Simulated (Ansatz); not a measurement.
A nudged elastic band was laid between two geometries of CH₉AlOSi (13 atoms, charge 0, multiplicity 1).

Level of theory: RKS B3LYP-D4/def2-SVP (Ansatz).

```json
{
 "movable images": "5",
 "climbing image": "yes",
 "spring": "5.0 eV/Å²",
 "optimiser": "quadratic models (default)",
 "start path": "through a guess of the saddle point",
 "force threshold": "0.05 eV/Å",
 "iteration limit": "60",
 "end points": "relaxed"
}
```

Image 0:

```xyz
13
Properties=species:S:1:pos:R:3
Al -0.961 -0.542 0.506
Si 0.916 -2.086 0.951
H -2.086 -0.908 -0.564
H -1.393 0.410 1.719
H 1.060 0.812 -0.301
O 0.137 0.733 -0.590
C -0.367 1.972 -1.113
H 0.903 -2.750 2.294
H 1.118 -3.171 -0.065
H 2.199 -1.285 0.919
H -1.368 1.757 -1.509
H -0.440 2.732 -0.319
H 0.281 2.324 -1.929
```

Image 6:

```xyz
13
Properties=species:S:1:pos:R:3
Al -1.330 -0.129 0.130
Si 1.353 -2.001 0.947
H -1.991 -1.481 -0.342
H -1.193 0.302 1.651
H 0.701 -0.970 0.069
O -0.978 1.000 -1.100
C -0.425 2.276 -1.213
H 0.310 -2.600 1.819
H 1.957 -3.025 0.055
H 2.392 -1.310 1.756
H -0.304 2.784 -0.236
H 0.572 2.234 -1.691
H -1.064 2.919 -1.846
```

(1) Which bonds break or form, and what moves?

(2) What energy profile does the band end with?

(3) What is the geometry of the highest image?

Answers

(1) Bonds broken: Al1–Si2, H5–O6. Bonds formed: Si2–H5. CH9AlOSi becomes CH5AlO + H4Si.

(2) The run converged. The highest image is number 3 of 0 to 6, 0.96 eV above the first end and 1.40 eV above the last; the last end lies 0.44 eV below the first. Beside the main top the profile has a ripple of under 15 meV (maxima at images 1, 3), which may be a very shallow well or noise. Neighbouring images differ by up to 1.3 eV, so the band resolves the path poorly. A vibrational analysis at the climbing image gives one clearly imaginary mode, 1297i cm⁻¹: a first-order saddle point. The orbitals stay closed-shell, which can raise the energy where a bond breaks towards radicals; this wasn't checked here.

| image | path coordinate (Å) | energy (eV) | Al1–Si2 (Å) | H5–O6 (Å) | Si2–H5 (Å) |
| --- | --- | --- | --- | --- | --- |
| 0 | 0.00 | 0.00 | 2.47 | 0.97 | 3.16 |
| 1 | 1.54 | 0.03 | 2.47 | 0.97 | 3.14 |
| 2 | 3.07 | 0.02 | 2.47 | 0.97 | 3.10 |
| 3 | 4.61 | 0.96 | 2.69 | 1.26 | 1.89 |
| 4 | 5.89 | -0.39 | 3.30 | 2.49 | 1.50 |
| 5 | 7.17 | -0.43 | 3.38 | 2.72 | 1.50 |
| 6 | 8.45 | -0.44 | 3.37 | 2.84 | 1.50 |

(3) 
```xyz
13
Properties=species:S:1:pos:R:3:forces:R:3
Al -1.298 -0.441 0.424 0.01 0.00 0.00
Si 1.148 -1.538 0.690 0.00 0.00 0.00
H -2.241 -1.620 -0.031 0.00 0.00 0.00
H -1.512 0.478 1.695 0.00 0.00 0.00
H 0.334 -0.281 -0.457 0.00 0.00 0.00
O -0.516 0.481 -0.993 -0.01 0.00 0.01
C -0.167 1.857 -1.035 0.00 0.00 0.00
H 0.515 -2.251 1.853 0.00 0.00 0.00
H 1.654 -2.592 -0.240 0.00 0.00 0.00
H 2.312 -0.780 1.243 0.00 0.00 0.00
H -1.061 2.481 -0.867 0.00 0.00 0.00
H 0.578 2.107 -0.259 0.00 0.00 0.00
H 0.253 2.100 -2.023 0.00 0.00 0.00
```

Time of the run: 3.3 min on 2 threads of Intel(R) Xeon(R) 6975P-C (Granite Rapids), with other jobs on the host, peak memory 0.25 GiB.
